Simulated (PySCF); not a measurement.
**UHF on Re(2+) (rhenium, charge +2)**

Configuration: [Xe] 4f14 5d5, high-spin 6S determinant. All numbers are calculated (PySCF 2.14, scalar relativity by spin-free X2C-1e, in x2c-TZVPPall with one added diffuse shell each of s, p, d, f type (12s8p8d4f1g, 113 functions)).

| Item | Value |
| --- | --- |
| Total energy | -16687.430036 hartree |
| One-electron energy | -22855.4669 hartree |
| Hartree (Coulomb) energy | 6499.3164 hartree |
| Exchange energy | -331.2795 hartree |
| ⟨S²⟩ | 8.7560 |
| ⟨L²⟩ | 0.000 |
| Sum of ⟨r⟩ | 38.82 bohr |
| Sum of ⟨r²⟩ | 41.65 bohr² |
| Langevin diamagnetic susceptibility | -33.0 ×10⁻⁶ cm³/mol |

```
shell  electrons  mean orbital energy (hartree)  rms radius, mean of both spins (bohr)
 1s β          1                    -2648.73443                                 0.0204
 1s α          1                    -2648.73276                                 0.0204
 2s α          1                     -464.98000                                 0.0824
 2s β          1                     -464.96198                                 0.0824
 2p α          3                     -407.09128                                 0.0751
 2p β          3                     -407.07243                                 0.0751
 3s α          1                     -110.45481                                  0.210
 3s β          1                     -110.45171                                  0.210
 3p α          3                      -93.01584                                  0.212
 3p β          3                      -93.01163                                  0.212
 3d α          5                      -72.51343                                  0.194
 3d β          5                      -72.49824                                  0.194
 4s α          1                      -24.76088                                  0.468
 4s β          1                      -24.74142                                  0.468
 4p α          3                      -18.91643                                  0.498
 4p β          3                      -18.89585                                  0.498
 4d α          5                      -11.31266                                  0.538
 4d β          5                      -11.27895                                  0.538
 5s α          1                       -4.39826                                   1.12
 5s β          1                       -4.19298                                   1.12
 5p α          3                       -2.87454                                   1.29
 4f α          7                       -2.83135                                  0.638
 4f β          7                       -2.80630                                  0.638
 5p β          3                       -2.55970                                   1.29
 5d α          5                       -1.03825                                   1.89
```

Spin-orbit coupling, which splits the p, d and f shells strongly at this Z, is absent.

Densities and radii are taken from the X2C orbitals without a picture-change correction, which distorts them close to the nucleus.

Spin-orbit constants ζ (cm⁻¹) from the X2C one-electron operator on these orbitals: bare nucleus, nucleus screened by l(l+1)(2l+1)/3 electrons, and screened by the Breit-Pauli mean field of the electrons.

```
shell     bare  screened nucleus  mean field
   2p  7248000           7055000         n/a
   3p  1590000           1548000         n/a
   3d   248200            215100         n/a
   4p   366800            357000         n/a
   4d    49730             43100         n/a
   4f     8986              5631         n/a
   5p    50430             49090         n/a
   5d     3661              3173         n/a
```
